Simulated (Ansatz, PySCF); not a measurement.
Complex: SiH4 (SMILES [SiH4]) (first 5 atoms) with C2H6O (SMILES CCO); geometry from B3LYP-D3(BJ)/def2-TZVP, rigid monomers moved along the line of their centres of mass till Si1···O8 is 3.50 Å.
(charge 0, multiplicity 1):
```xyz
14

Si    -0.054    -0.067    -0.083
H     -1.235     0.194     0.767
H     -0.399     0.315    -1.477
H      0.308    -1.499    -0.066
H      1.088     0.769     0.349
C      0.134     1.320     4.347
C     -0.238    -0.147     4.218
O      0.571    -0.841     3.269
H     -0.529     1.823     5.054
H      0.059     1.823     3.383
H      1.158     1.433     4.715
H     -0.187    -0.644     5.194
H     -1.259    -0.251     3.850
H      1.497    -0.734     3.517
```

Counterpoise-corrected where a basis set is named; no monomer relaxation. Rows marked so take none.

Rows in 6-31G* carry no dispersion term and start afresh at each structure (6-31G* with six Cartesian d functions). MP2/6-31G* freezes PySCF's default core.

Run with Ansatz (a program for electronic structure); PySCF for 6-31G* rows, the dispersion terms. Values without a source in brackets are computed.

Question: Estimate the interaction energy that HF/6-31G* (no counterpoise) returns for this input.

Answer: -7 kJ/mol
